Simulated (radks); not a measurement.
Results of a calculation; reference values are marked as such.
Q: Radial electron density D(r) = 4 pi r^2 rho(r) of an atom or ion with 50 electrons. Code: a radial shooting solver on a logarithmic mesh with Libxc functionals. Model: non-relativistic Kohn-Sham, TPSS, spin-polarised, spherical densities, point nucleus; meta-GGA in the generalised Kohn-Sham scheme.

r (bohr),D(r) (e/bohr),spin D(r)
0.001208,2.676,0
0.001384,3.437,1.14e-07
0.001585,4.399,1.23e-07
0.001816,5.612,1.16e-07
0.002064,7.030,0
0.002365,8.889,0
0.002709,11.18,-2.10e-07
0.003104,13.98,-5.98e-07
0.003556,17.35,-0.00000131
0.004042,21.10,-0.00000249
0.00463,25.75,-0.00000462
0.005305,31.10,-0.00000824
0.006078,37.11,-0.0000143
0.006908,43.28,-0.0000235
0.007914,50.22,-0.0000391
0.009067,57.25,-0.0000639
0.01039,64.00,-0.000103
0.0119,70.01,-0.000163
0.01353,74.52,-0.000247
0.0155,77.68,-0.000378
0.01775,78.88,-0.000567
0.02034,78.12,-0.000831
0.02312,76.01,-0.00116
0.02649,73.16,-0.00162
0.03035,70.96,-0.00218
0.03477,70.84,-0.00282
0.03983,73.92,-0.00349
0.04527,79.99,-0.00407
0.05186,88.91,-0.00450
0.05942,98.18,-0.00458
0.06808,104.8,-0.00411
0.07737,106.5,-0.00284
0.08864,102.4,0.0000405
0.1016,94.33,0.00611
0.1164,86.14,0.0189
0.1333,82.22,0.0454
0.1515,84.15,0.0930
0.1736,89.87,0.184
0.1989,93.50,0.338
0.2278,89.09,0.576
0.259,76.27,0.887
0.2967,57.94,1.31
0.3399,42.69,1.80
0.3894,36.38,2.32
0.4461,38.38,2.75
0.5071,42.35,3.00
0.5809,42.59,3.03
0.6656,36.46,2.79
0.7625,26.57,2.32
0.8667,17.47,1.78
0.9929,10.38,1.21
1.138,6.127,0.720
1.303,3.641,0.364
1.493,2.019,0.150
1.697,0.9960,0.0517
1.944,0.3731,0.0123
2.228,0.1037,0.00183
2.552,0.02027,0.000103
2.9,0.003028,-0.0000160
3.323,0.0002599,-0.00000402

What is the nuclear charge?

A: Z = 62. The innermost maximum, from 1s, lies near 1/Z = 0.0161 bohr (found: 0.0180), and its height grows with Z. The density is that of the samarium ion Sm12+ in [Kr] 4d10 4f2 5s2; the configuration itself is not fixed sharply by these data, and Z only to a few units. D(r) has 4 maxima, at r = 0.0180, 0.0755, 0.200, 0.545 bohr, and minima at 0.0329, 0.135, 0.399 bohr, inside which lie 1.99, 11.42, 29.18 electrons.
